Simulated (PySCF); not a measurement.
This PySCF input asks for the NMR shieldings of `C=CO/C=C\BCl`, C4H6BClO; the geometry comes from GFN2-xTB.

```python
import basis_set_exchange as bse
import numpy as np
from pyscf import gto, dft
from pyscf.prop import nmr

atoms = """
C    -2.561949    0.287353    1.099980
C    -1.648406   -0.454092    0.494577
O    -0.423006    0.041426    0.179638
C     0.462178   -0.752927   -0.433577
C     1.695715   -0.342861   -0.781660
B     2.261842    1.061389   -0.536339
Cl    3.850686    1.406756   -1.046809
H    -2.361202    1.309775    1.362769
H    -3.525201   -0.116989    1.343616
H    -1.825263   -1.490429    0.219036
H     0.117731   -1.767561   -0.636635
H     2.302751   -1.093126   -1.270622
H     1.649735    1.911772   -0.011703
"""
names = dict.fromkeys(["C", "O", "B", "Cl", "H"], "pcSseg-1")
basis = {el: gto.basis.parse(bse.get_basis(n, elements=[el], fmt="nwchem")) for el, n in names.items()}
mol = gto.M(atom=atoms, basis=basis, charge=0, verbose=0)
mf = dft.RKS(mol, xc="PBE0")
mf.grids.level = 2
mf.grids.alignment = dft.numint.BLKSIZE   # the property module wants whole blocks of grid points
mf.conv_tol = 1e-9
mf.kernel()

calc = nmr.RKS(mf)   # GIAO
C = mf.mo_coeff
Co = C[:, mf.mo_occ > 0]
resp = mf.gen_response(singlet=True, hermi=2)
def vind(x):   # induced exchange potential for any number of trial vectors
    d = np.einsum("pi,xij,qj->xpq", C, 2 * x.reshape(-1, C.shape[1], Co.shape[1]), Co, optimize=True)
    return np.einsum("xpq,pi,qj->xij", resp(d - d.transpose(0, 2, 1)), C, Co, optimize=True).ravel()
mo1, _ = nmr.rhf.solve_mo1(calc, with_cphf=vind)
sigma = calc.kernel(mo1)
for i, s in enumerate(sigma):   # ppm
    w = np.linalg.eigvalsh((s + s.T) / 2)
    print("%2d %-2s iso %8.1f  s11 %8.1f  s22 %8.1f  s33 %8.1f" % (i, mol.atom_pure_symbol(i), w.mean(), *w))
```

Question: What does it print?

Answer: 
```
 0 C  iso     85.5  s11    -17.3  s22    107.0  s33    166.8
 1 C  iso     29.7  s11    -71.5  s22     72.7  s33     88.0
 2 O  iso    108.8  s11     11.2  s22     50.0  s33    265.3
 3 C  iso     15.6  s11    -83.8  s22     44.4  s33     86.1
 4 C  iso     68.2  s11    -41.9  s22     92.4  s33    154.0
 5 B  iso     43.5  s11     -3.2  s22     19.6  s33    114.1
 6 Cl iso    696.1  s11    399.0  s22    626.0  s33   1063.3
 7 H  iso     26.5  s11     24.2  s22     24.9  s33     30.5
 8 H  iso     27.0  s11     25.2  s22     26.1  s33     29.7
 9 H  iso     25.0  s11     23.3  s22     23.9  s33     28.0
10 H  iso     24.5  s11     22.2  s22     23.3  s33     28.1
11 H  iso     26.4  s11     23.6  s22     25.1  s33     30.4
12 H  iso     24.8  s11     22.8  s22     22.9  s33     28.6
```

These numbers come from an equivalent density-fitted implementation of the same equations, which agrees with the script to about 0.01 ppm for H and up to a few tenths of a ppm for heavy atoms, so last digits may differ.

Size and cost of the density-fitted run: 156 basis functions, 40 s wall time on 1 thread of an Arm Neoverse N1, shared host; peak memory 0.69 GiB.
